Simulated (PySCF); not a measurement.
CaF, charge +1.

```xyz
2

Ca     0.0000     0.0000    -0.5852
F      0.0000     0.0000     1.3005
```
Charge +1, spin multiplicity 1.

Geometry optimised at B3LYP-D3(BJ)/def2-TZVPD. The spin state was assumed, not searched.

All values below come from PySCF with PBE/pcSseg-2. Non-relativistic, no solvent.

Computed absolute GIAO shielding of each atom: isotropic value and principal components (ppm):
```tsv
atom	σ(iso)	σ11	σ22	σ33	span
Ca1	1222.6	1123.5	1123.5	1420.7	297.2
F2	-231.8	-590.0	-590.0	484.7	1074.7
```
